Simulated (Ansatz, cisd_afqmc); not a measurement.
System: GeH₂, charge 0, triplet. This triplet is an excited state, 1.0 eV above the singlet at CCSD(T)/cc-pV5Z (Ansatz, a program for electronic structure). GeH2 (SMILES [GeH2], triplet).
B3LYP-D3(BJ)/def2-TZVP minimum from Ansatz:
```
Ge
H 1 1.5473
H 1 1.5473 2 119.66
```
Charge 0, spin multiplicity 3.

Total energies in cc-pVDZ, 6 correlated electrons, 14 frozen orbitals. UHF or UKS for unpaired electrons; spin-orbit terms are left out. Cores are frozen in correlated methods (noble-gas shells, and filled d and f shells in the p block). No relativity. AFQMC is phaseless with a CISD trial state; ± is one standard error, without the phaseless bias. Outlying blocks are dropped, and bars are widened where a walk drifts. Over all cases where full CI ran beside it in this data, AFQMC minus full CI had a median of +0.1 mEh and passed +0.4 mEh in a tenth of the cases. The spin of H2Ge ([GeH2], triplet) was assumed, and the state is the lowest solution found for it.

| method | program | energy (Eh) | minus CCSDTQ (mEh) |
|---|---|---|---|
| HF | Ansatz | -2076.42889 | 92.68 |
| MP2 | Ansatz | -2076.49831 | 23.25 |
| CCSD | Ansatz | -2076.51922 | 2.34 |
| CCSD(T) | Ansatz | -2076.52097 | 0.59 |
| CCSDT(Q) | Ansatz | -2076.52156 | 0.01 |
| CCSDTQ | Ansatz | -2076.52156 | 0.00 |
| AFQMC/CISD | cisd_afqmc | -2076.5214 ± 0.0001 | 0.2 ± 0.1 |

Rough core times of Ansatz's runs on a shared machine: CCSD(T) under 20 s, CCSDT(Q) under 20 s, CCSDTQ 70 s.
